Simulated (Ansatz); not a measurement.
Potential energy curve for SiAl (cation, charge +1), lowest singlet found (which spin is the ground state isn't settled by this scan).

- RKS-PBE = restricted PBE/aug-cc-pVDZ (Ansatz, a quantum-chemistry and plane-wave program)
- RKS-CAM-B3LYP = restricted CAM-B3LYP/aug-cc-pVDZ (Ansatz)
- FCI = Ansatz with full CI/aug-cc-pVDZ, frozen core

Energies relative to the lowest point of each curve between 2.94 and 3.71 Å, where full CI is lowest, in kcal/mol; the last columns give the error against full CI:

```csv
R / Å,RKS-PBE,RKS-CAM-B3LYP,FCI,RKS-PBE − FCI,RKS-CAM-B3LYP − FCI
2.94,1.1,0.7,0.7,0.4,0.0
3.16,0.0,0.0,0.0,0.0,0.0
3.40,1.2,1.6,1.4,-0.1,0.2
3.71,4.6,5.2,4.7,-0.1,0.5
4.13,9.8,10.8,10.0,-0.2,0.8
4.58,14.8,16.2,15.2,-0.4,1.0
5.08,19.0,20.9,19.5,-0.5,1.3
5.80,22.6,25.5,23.3,-0.7,2.2
6.74,24.4,28.8,25.5,-1.1,3.4
7.96,24.5,30.7,26.5,-2.0,4.2
```

RKS-PBE is furthest from FCI at 7.96 (-2.0 kcal/mol, below); its mean absolute error over the points is 0.6 kcal/mol.

RKS-CAM-B3LYP is furthest from FCI at 7.96 (4.2 kcal/mol, above); its mean absolute error over the points is 1.4 kcal/mol.

The scan ran from 1.65 to 7.96 Å; beyond the distances shown full CI changes its symmetry label. The restricted form behind RKS-PBE, RKS-CAM-B3LYP keeps the bonding electrons paired and can't separate into open-shell fragments.
